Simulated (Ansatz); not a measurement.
The cluster Be5. Charge 0, multiplicity 3. Geometry PBE/def2-TZVP; atoms count from 1.

```
atom    x (Å)    y (Å)    z (Å)
 Be1   0.9637   0.5432  -0.5738
 Be2  -1.1003  -0.4618  -0.3662
 Be3   0.6699  -1.4588  -0.3476
 Be4  -0.7131   1.4756   0.1073
 Be5   0.1799  -0.0982   1.1803
```

At PBE0/def2-TZVP a broken-symmetry singlet of charge 0 lies 0.08 eV below the triplet, each at its own geometry. The structure comes from a short search, and lower isomers may exist.

Q: Estimate the Mulliken populations from the PBE0/def2-TZVP orbitals of Ansatz.

A: 
```tsv
atom	charge (e)	spin (α − β)
Be1	0.08	0.32
Be2	0.08	0.33
Be3	-0.12	0.73
Be4	-0.12	0.73
Be5	0.07	-0.11
```
Mulliken values depend strongly on the basis.

Q: Where does the spin sit?

A: Summed by element: Be 2.00, of 2 unpaired in all. Largest on single atoms: Be3 0.73, Be4 0.73, Be2 0.33.

Q: And the Mayer bond orders between heavy atoms (over 0.3)?

A: Be1–Be2 0.43 (2.31 Å); Be1–Be3 0.77 (2.04 Å); Be1–Be4 0.77 (2.04 Å); Be1–Be5 0.68 (2.03 Å); Be2–Be3 0.77 (2.03 Å); Be2–Be4 0.77 (2.03 Å); Be2–Be5 0.66 (2.04 Å); Be3–Be4 0.37 (3.28 Å); Be3–Be5 0.67 (2.10 Å); Be4–Be5 0.67 (2.10 Å).
